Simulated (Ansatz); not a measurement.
Ansatz (a first-principles code) input (CCSD(T)/cc-pVDZ):

Ansatz 0.2 input:
```yaml
crystal:
  periodic: [false, false, false]
  atoms:
    - {symbol: Br, position_ang: [1.41716673, -0.36889628, 0.18116715]}
    - {symbol: C, position_ang: [-0.33473861, 0.22007788, -0.06385451]}
    - {symbol: C, position_ang: [-0.83817526, 1.46128314, -0.30409569]}
    - {symbol: C, position_ang: [-2.23530051, 1.22827192, -0.38816669]}
    - {symbol: C, position_ang: [-2.50754714, -0.07440701, -0.20535820]}
    - {symbol: O, position_ang: [-1.30366147, -0.72411338, 0.00182833]}
    - {symbol: H, position_ang: [-0.28793994, 2.37909903, -0.40185703]}
    - {symbol: H, position_ang: [-3.38903451, -0.68617769, -0.18476930]}
basis:
  gaussian:
    orbitals: cc-pVDZ
magnetization: {spin_polarized: true, initial_magnetization: 1}
correlation: {method: ccsd_t, electrons: outside_noble_gas}
```

End of the output:

```
19 core orbitals not correlated
reference -76186.00612399 eV, -2799.7840843271 hartree; 16, 15 occupied and 72, 73 virtual orbitals, 1058 factors
second order -20.73618030 eV of doubles, -0.00000000 eV of singles
coupled cluster: 1.62 GiB planned
cycle   1  -22.05634430 eV  change   -2.0e-3 eV  update   4.2e-3
cycle   2  -22.05743074 eV  change   -1.1e-3 eV  update   2.7e-3
cycle   3  -22.05759246 eV  change   -1.6e-4 eV  update   1.7e-3
cycle   4  -22.05824670 eV  change   -6.5e-4 eV  update   6.4e-4
cycle   5  -22.06080097 eV  change   -2.6e-3 eV  update   3.2e-4
cycle   6  -22.06175952 eV  change   -9.6e-4 eV  update   1.2e-4
cycle   7  -22.06179156 eV  change   -3.2e-5 eV  update   4.5e-5
cycle   8  -22.06176946 eV  change    2.2e-5 eV  update   1.8e-5
coupled cluster: 1.62 GiB planned
perturbative correction -0.89655511 eV, -0.0329477927 hartree
Total energy: -76208.96444857 eV, -2800.6277871936 hartree
```

It need not be the lowest isomer of its formula.

The determinant is spin-contaminated: <S^2> is 1.09 against 0.75 for a pure state.
